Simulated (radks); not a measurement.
Values are calculated unless marked as measured or tabulated.
Species: Gd3+. Configuration: [Xe] 4f7.

Code: a radial shooting solver on a logarithmic mesh with Libxc functionals. Model: Dirac Kohn-Sham, LB94 model potential, spin-unpolarised, spherical densities, finite nucleus; open shells fill j = l - 1/2 first; Fermi nuclear charge, rms radius 5.1569 fm.

Energy parts (Ry):
| part | energy |
|---|---|
| kinetic | 24665.2231 |
| electron-nucleus | -55390.7411 |
| Hartree | 8669.2397 |
(The LB94 potential has no energy functional, so no total or exchange-correlation energy is given.)

Orbitals (lengths in bohr, moments of r in powers of bohr; <r^-3> diverges for s and p1/2):
| orbital | occ. | eigenvalue (Ry) | <1/r> | <r^-3> | <r^2> | small-component weight |
|---|---|---|---|---|---|---|
| 1s1/2 | 2 | -3694.455 | 71.71 | - | 0.0006531 | 5.69e-02 |
| 2s1/2 | 2 | -612.7291 | 17.12 | - | 0.01018 | 1.26e-02 |
| 2p1/2 | 2 | -582.5575 | 17.12 | - | 0.007378 | 1.27e-02 |
| 2p3/2 | 4 | -530.9492 | 15.12 | 9973 | 0.008610 | 1.17e-02 |
| 3s1/2 | 2 | -138.1635 | 6.228 | - | 0.06790 | 3.97e-03 |
| 3p1/2 | 2 | -124.9235 | 6.155 | - | 0.06319 | 3.93e-03 |
| 3p3/2 | 4 | -114.3677 | 5.650 | 2108 | 0.07019 | 3.67e-03 |
| 3d3/2 | 4 | -91.35306 | 5.535 | 355.5 | 0.05600 | 3.56e-03 |
| 3d5/2 | 6 | -89.04400 | 5.409 | 315.9 | 0.05796 | 3.48e-03 |
| 4s1/2 | 2 | -29.55059 | 2.597 | - | 0.3462 | 1.26e-03 |
| 4p1/2 | 2 | -24.41879 | 2.496 | - | 0.3639 | 1.19e-03 |
| 4p3/2 | 4 | -22.08421 | 2.319 | 465.3 | 0.4031 | 1.09e-03 |
| 4d3/2 | 4 | -13.59639 | 2.109 | 67.08 | 0.4608 | 9.31e-04 |
| 4d5/2 | 6 | -13.17181 | 2.065 | 58.65 | 0.4762 | 9.05e-04 |
| 5s1/2 | 2 | -6.04049 | 1.018 | - | 1.955 | 2.83e-04 |
| 5p1/2 | 2 | -4.59437 | 0.9034 | - | 2.436 | 2.28e-04 |
| 5p3/2 | 4 | -4.25097 | 0.8404 | 67.40 | 2.739 | 2.02e-04 |
| 4f5/2 | 6 | -3.17027 | 1.564 | 8.646 | 0.8833 | 5.56e-04 |
| 4f7/2 | 1 | -3.11163 | 1.546 | 8.339 | 0.9069 | 5.46e-04 |
| 5d3/2 | 0 | -2.37649 | 0.6022 | 5.379 | 5.079 | 1.06e-04 |
| 5d5/2 | 0 | -2.34305 | 0.5914 | 4.676 | 5.232 | 1.02e-04 |
| 6s1/2 | 0 | -2.16734 | 0.4382 | - | 9.760 | 6.99e-05 |

The highest occupied level is 4f7/2 at -42.336 eV. The density falls to 0.001 e/bohr^3 at r = 3.24 bohr. The electron density at the nucleus is 6.285e+05 e/bohr^3. Summed over all electrons, <r^2> = 34.87 bohr^2, which gives a Langevin (diamagnetic) susceptibility term of -27.6 x 10^-6 cm^3/mol. For comparison, the ionisation energy in NIST's Atomic Spectra Database is 44.4 eV (semi-empirical). In exact Kohn-Sham theory the highest level is minus the ionisation energy, but local and semilocal functionals leave it too shallow, through self-interaction and a potential that decays too fast; potentials with the right tail come closer.

Beside tabulated values, note that spin-unpolarised runs miss the spin-polarisation part of the exchange energy of open shells.
